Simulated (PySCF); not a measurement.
Molfile (atoms numbered from 1):
```
C7H18OSi2
     RDKit          3D

 28 27  0  0  0  0  0  0  0  0999 V2000
   -0.9830   -1.6965   -0.9896 C   0  0  0  0  0  0  0  0  0  0  0  0
   -0.7756   -0.2888   -0.4982 C   0  0  0  0  0  0  0  0  0  0  0  0
    0.4667    0.2153   -0.3727 C   0  0  0  0  0  0  0  0  0  0  0  0
    2.0461   -0.6647   -0.7917 Si  0  0  0  0  0  4  0  0  0  0  0  0
    3.2775    0.4327   -0.5712 O   0  0  0  0  0  0  0  0  0  0  0  0
    4.8685    0.7743   -0.8590 Si  0  0  0  0  0  4  0  0  0  0  0  0
   -2.0389    0.5021   -0.1513 C   0  0  0  0  0  0  0  0  0  0  0  0
   -1.7182    1.8207    0.5511 C   0  0  0  0  0  0  0  0  0  0  0  0
   -2.9390   -0.3338    0.7710 C   0  0  0  0  0  0  0  0  0  0  0  0
   -2.7963    0.8186   -1.4519 C   0  0  0  0  0  0  0  0  0  0  0  0
   -1.8063   -1.7663   -1.7165 H   0  0  0  0  0  0  0  0  0  0  0  0
   -1.2375   -2.3693   -0.1546 H   0  0  0  0  0  0  0  0  0  0  0  0
   -0.0834   -2.1024   -1.4755 H   0  0  0  0  0  0  0  0  0  0  0  0
    0.5921    1.2292    0.0212 H   0  0  0  0  0  0  0  0  0  0  0  0
    2.2956   -1.8486    0.0913 H   0  0  0  0  0  0  0  0  0  0  0  0
    2.0646   -1.1546   -2.2084 H   0  0  0  0  0  0  0  0  0  0  0  0
    5.6858   -0.4786   -0.8886 H   0  0  0  0  0  0  0  0  0  0  0  0
    5.0184    1.4743   -2.1701 H   0  0  0  0  0  0  0  0  0  0  0  0
    5.3717    1.6605    0.2290 H   0  0  0  0  0  0  0  0  0  0  0  0
   -1.1253    2.4907   -0.0893 H   0  0  0  0  0  0  0  0  0  0  0  0
   -1.1593    1.6555    1.4848 H   0  0  0  0  0  0  0  0  0  0  0  0
   -2.6518    2.3460    0.8039 H   0  0  0  0  0  0  0  0  0  0  0  0
   -3.8282    0.2482    1.0594 H   0  0  0  0  0  0  0  0  0  0  0  0
   -3.2931   -1.2541    0.2840 H   0  0  0  0  0  0  0  0  0  0  0  0
   -2.4070   -0.6172    1.6928 H   0  0  0  0  0  0  0  0  0  0  0  0
   -2.1686    1.4085   -2.1368 H   0  0  0  0  0  0  0  0  0  0  0  0
   -3.7032    1.4030   -1.2296 H   0  0  0  0  0  0  0  0  0  0  0  0
   -3.1142   -0.0926   -1.9801 H   0  0  0  0  0  0  0  0  0  0  0  0
  1  2  1  0
  2  3  2  0
  3  4  1  0
  4  5  1  0
  5  6  1  0
  2  7  1  0
  7  8  1  0
  7  9  1  0
  7 10  1  0
  1 11  1  0
  1 12  1  0
  1 13  1  0
  3 14  1  0
  4 15  1  0
  4 16  1  0
  6 17  1  0
  6 18  1  0
  6 19  1  0
  8 20  1  0
  8 21  1  0
  8 22  1  0
  9 23  1  0
  9 24  1  0
  9 25  1  0
 10 26  1  0
 10 27  1  0
 10 28  1  0
M  END
```

Geometry: PBE0-D3(BJ)/def2-SVP; GIAO absolute shieldings from PySCF 2.14.0 with density-fitted response routines, gas phase, non-relativistic, averaged over equivalent atoms.

At PBE0/pcSseg-1 (274 basis functions, 2.3 min wall time on 1 thread of an Arm Neoverse N1, shared host):
| atoms | σ (ppm) |
| --- | --- |
| C2 | 8.5 |
| C3 | 62.6 |
| C7 | 145.5 |
| C8/C9/C10 | 154.2 |
| C1 | 163.7 |
| Si4 | 381.3 |
| Si6 | 390.8 |
| O5 | 333.8 |
| H14 | 25.78 |
| H15/H16 | 25.92 |
| H17/H18/H19 | 26.23 |
| H11/H12/H13 | 29.51 |
| H20/H21/H22/H23/H24/H25/H26/H27/H28 | 30.23 |

Task: What do these become at KT2/pcSseg-1?

Result: 
```tsv
atoms	σ at KT2/pcSseg-1	change
C2	18.9	+10.4
C3	70.6	+8.0
C7	141.8	-3.7
C8/C9/C10	152.9	-1.3
C1	162.2	-1.5
Si4	388.6	+7.3
Si6	397.3	+6.5
O5	329.3	-4.5
H14	25.89	+0.11
H15/H16	25.58	-0.34
H17/H18/H19	25.99	-0.24
H11/H12/H13	29.34	-0.17
H20/H21/H22/H23/H24/H25/H26/H27/H28	30.08	-0.15
```

The largest change is at C2 (fully substituted alkene carbon). Cost: 274 basis functions, 2.9 min wall time on 1 thread of an Arm Neoverse N1, shared host. The order of the carbon signals is the same at both levels.
